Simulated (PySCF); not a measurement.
# Potential energy of GeF⁺ along the bond

Set-up: Ge jorge-DZP-DKH, F jorge-DZP-DKH; spin-free X2C with a Gaussian nucleus (PySCF 2.14). Energies in eV from Ge⁺ + F in their ground configurations at the same level. State: ¹Σ⁺ (singlet), closed shell.

Curves on a restricted Hartree–Fock reference rise too fast on stretching and do not dissociate correctly.

| R (Å) | PBE | RHF-MP2 | RHF | BHandHLYP |
| --- | --- | --- | --- | --- |
| 1.446 | -4.135 | -3.816 | -1.870 | -3.393 |
| 1.514 | -5.046 | -4.665 | -2.675 | -4.220 |
| 1.581 | -5.563 | -5.120 | -3.082 | -4.652 |
| 1.631 | -5.765 | -5.276 | -3.202 | -4.791 |
| 1.682 | -5.849 | -5.316 | -3.205 | -4.814 |
| 1.732 | -5.844 | -5.267 | -3.120 | -4.748 |
| 1.800 | -5.734 | -5.100 | -2.909 | -4.561 |
| 1.884 | -5.484 | -4.782 | -2.539 | -4.219 |
| 1.985 | -5.084 | -4.306 | -2.006 | -3.716 |
| 2.119 | -4.477 | -3.604 | -1.234 | -2.981 |

Task: Put a parabola through the three lowest points of the PBE curve and estimate Re, k and ωe (reduced mass 15.11 u; 1 eV/Å² = 0.16022 mdyn/Å; ωe = 1302.8·√(k/μ) cm⁻¹).

Result: Through R = 1.631, 1.682, 1.732 Å the second-order coefficient is 17.3 eV/Å², so Re ≈ 1.704 Å, k ≈ 5.54 mdyn/Å and ωe ≈ 789 cm⁻¹. A polynomial fit of higher order to the unrounded PBE energies gives Re = 1.703 Å, k = 5.00 mdyn/Å, ωe = 749 cm⁻¹; anharmonicity and rounding make the difference.

The higher-order fit for each curve: PBE: Re = 1.703 Å, ωe = 749 cm⁻¹, De = 5.86 eV; RHF-MP2: Re = 1.677 Å, ωe = 800 cm⁻¹, De = 5.32 eV; RHF: Re = 1.658 Å, ωe = 840 cm⁻¹, De = 3.22 eV; BHandHLYP: Re = 1.668 Å, ωe = 819 cm⁻¹, De = 4.82 eV.

Correlated steps freeze 10 core orbitals. Correlated levels converge slowly with the basis: in double zeta they bind strong bonds too weakly, by up to about 1 eV, and carry superposition errors of some tenths. For an ion De counts to the pair picked by the measured ionisation energies or electron affinities, which need not be the lowest pair at this level. Where the molecule has an RHF reference, its open-shell atoms are computed with UHF.
